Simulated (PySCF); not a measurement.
Bonding in `CO[Si](N)(N)[SiH3]`

CH₁₀N₂OSi₂.
Atom-mapped SMILES: `[CH3:1][O:2][Si:3]([NH2:4])([NH2:5])[SiH3:6]` (hydrogens: H7, H8, H9 on C1; H10, H11 on N4; H12, H13 on N5; H14, H15, H16 on Si6)

Geometry (GFN2-xTB, Å), atoms numbered from 1 in this order:
```
atom  x, y, z in Å
C1     1.686    1.426   -0.608
O2     0.761    1.127    0.391
Si3   -0.199   -0.201    0.481
N4     0.866   -1.567    0.569
N5    -1.135   -0.017    1.927
Si6   -1.582   -0.467   -1.328
H7     2.434    0.634   -0.698
H8     1.187    1.545   -1.574
H9     2.180    2.361   -0.341
H10    1.684   -1.496    1.154
H11    0.459   -2.481    0.677
H12   -0.639    0.099    2.798
H13   -1.910    0.626    1.909
H14   -0.877   -0.412   -2.617
H15   -2.306   -1.743   -1.327
H16   -2.615    0.576   -1.425
```

Bond orders from the PBE0/pcSseg-1 density (PySCF). The structure is a single GFN2-xTB conformer in the gas phase; no vibrational or solvent corrections.

(1) How far do the computed orders between heavy atoms stray from the drawn ones?

(2) Give the Mayer order of every bond, beside its length.

## Answers

(1) The largest departure is 0.091, at C1–O2 (drawn single, 0.909) and Si3–Si6 (drawn single, 0.909).

(2) 
| bond | drawn as | length (Å) | Mayer order |
| --- | --- | --- | --- |
| C1–O2 | single | 1.394 | 0.909 |
| O2–Si3 | single | 1.641 | 0.958 |
| Si3–N4 | single | 1.734 | 1.001 |
| Si3–N5 | single | 1.732 | 1.058 |
| Si3–Si6 | single | 2.292 | 0.909 |
| C1–H7 | single | 1.093 | 0.962 |
| C1–H8 | single | 1.094 | 0.964 |
| C1–H9 | single | 1.091 | 0.972 |
| N4–H10 | single | 1.009 | 0.944 |
| N4–H11 | single | 1.006 | 0.950 |
| N5–H12 | single | 1.009 | 0.944 |
| N5–H13 | single | 1.007 | 0.947 |
| Si6–H14 | single | 1.471 | 0.935 |
| Si6–H15 | single | 1.467 | 0.933 |
| Si6–H16 | single | 1.471 | 0.929 |

By pair of heavy elements: N–Si: lowest Si3–N4 (1.001, 1.734 Å), highest Si3–N5 (1.058, 1.732 Å).

Task: Sum the orders of all bonds at each heavy atom with more than one neighbour and set the sums beside the valence in the SMILES.

Result: C1 3.807 (drawn 4), O2 1.867 (drawn 2), Si3 3.926 (drawn 4), N4 2.895 (drawn 3), N5 2.949 (drawn 3), Si6 3.706 (drawn 4). Orders between atoms that aren't bonded are not in these sums.

For a closed shell the Mayer order of atoms A and B is Σ (PS)μν (PS)νμ over the basis functions μ on A and ν on B, with P the density and S the overlap matrix.
